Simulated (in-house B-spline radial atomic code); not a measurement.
Solving the quasi-particle equation for 4s up of the arsenic ion As⁴⁺

Configuration [Ar] 3d10 4s1, highest spin, start PBE. Computed with a B-spline radial code for spherical atoms: all electrons, scalar-relativistic (spin-free one-electron X2C), finite nucleus, each spin shell either full or empty, empty states to l = 9 with an (l + 1/2)⁻⁴ tail; G0W0 by contour deformation at full frequency.

RPA overbinds a lone outer s electron by self-correlation, and G0W0 tends to as well.

At the mean-field level ε = -57.746 eV the matrix elements are Σx = -20.165 eV, v_xc = -15.837 eV and Σc(ε) = -1.977 eV, and the slope of the correlation self-energy is dΣc/dω = -0.0393. The quasi-particle energy solves E = ε + Σx − v_xc + Σc(E).

**Question.** What does the linearised equation give?

**Answer.** Z = 1/(1 − dΣc/dω) = 1/1.0393 = 0.9622. The first-order shift is Σx − v_xc + Σc(ε) = -20.165 − (-15.837) + (-1.977) = -6.305 eV, so E ≈ ε + Z × shift = -57.746 + 0.9622 × (-6.305) = -63.813 eV.

**Question.** How does that compare with the full solution and with static screening?

**Answer.** Solving the equation at full frequency dependence gives E = -63.836 eV, where Σc = -1.761 eV and the weight is 0.969; the linearised value is off by 23 meV. Leaving Z out would give -64.051 eV. Static COHSEX puts -3.487 eV in place of Σc and gives -65.561 eV, 1.73 eV deeper. The tabulated removal energy is 62.77 ± 0.06 eV (NIST, measured); the run leaves out spin-orbit coupling, Breit and QED terms.
